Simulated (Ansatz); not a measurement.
# One elementary step

Start structure (Si$_{2}$NH$_{8}$O$_{2}$F$_{3}$, closed shell), relaxed at PBE0-D4/def2-TZVP:

Si1  (-0.977, -0.143, 0.296)
O2  (0.425, 0.120, -0.585)
Si3  (0.509, 0.927, -2.050)
F4  (-1.961, 0.423, -0.897)
F5  (-1.542, -1.643, 0.255)
O6  (-1.493, 0.921, 1.446)
H7  (0.938, -1.421, 1.467)
N8  (0.196, -0.796, 1.781)
H9  (1.718, -0.748, -0.265)
F10  (2.385, -1.326, 0.103)
H11  (1.961, 0.992, -2.350)
H12  (-0.033, 2.298, -1.912)
H13  (-0.188, 0.179, -3.118)
H14  (-2.183, 1.503, 1.121)
H15  (0.629, -0.006, 2.249)
H16  (-0.384, -1.277, 2.459)
(Å)

The step: Si₂H₄O₂F₂ ([OH][Si]([F])([F])[O][SiH3]) + NH₃ + HF → SiNH₃OF₂ ([NH2][Si]([OH])([F])[F]) + SiH₄O ([OH][SiH3]) + HF; bonds formed: O2–H9, H7–F10; dative contacts that become bonds: Si1–N8; bonds broken: Si1–O2, H7–N8, H9–F10. Program: Ansatz 0.2.0. Basis: def2-TZVPP and def2-QZVPP. Cores are frozen in the correlated methods. Extrapolation: Hartree–Fock as exp(−7.88 √X), correlation as X^−2.97. Energies below are by CCSD(T) at an estimated basis limit (MP2 extrapolated from triple and quadruple zeta, plus CCSD(T) − MP2 in triple zeta).

**Question.** What are the electronic barrier and the energy of the step, from the start structure to the end structure? (Judge from chemistry; the value comes from the calculation.)

**Answer.** The calculation gives: Barrier 28.28 kcal/mol; step energy 18.23 kcal/mol (uphill); reverse barrier, their difference, 10.04 kcal/mol. Barrier and step energy count from the start structure, the reverse barrier from the end structure.

The saddle point: One imaginary mode of 463i cm⁻¹.
| pair | start (Å) | saddle (Å) | end (Å) |
| --- | --- | --- | --- |
| Si1–N8 | 2.00 | 1.81 | 1.71 |
| O2–H9 | 1.59 | 1.04 | 0.97 |
| H7–F10 | 1.99 | 1.17 | 0.96 |
| Si1–O2 | 1.68 | 1.98 | 3.21 |
| H7–N8 | 1.02 | 1.25 | 1.67 |
| H9–F10 | 0.96 | 1.39 | 1.89 |

Zero-point energy (harmonic, PBE0-D4): ZPE is 66.21 kcal/mol at the start and 62.81 kcal/mol at the saddle, so the barrier goes from 28.28 to 24.87 kcal/mol.

No T1 diagnostic of these runs exceeds 0.012.

Labels in which every atom is bracketed show which atoms are joined, not bond orders.

For scale, one of the runs: CCSD(T)/def2-TZVPP, 382 basis functions, launched by `ansatz run in.yaml --threads 4 --pin off --events-out ev --progress --plain --max-ram 46080MiB --backend cuda --devices 0, --max-vram 37GiB`. Time: 21 s of wall clock on 4 CPU threads of an AMD EPYC 7R13 and a share of one NVIDIA H100; the host was shared. Peak host memory: 0.92 GiB.
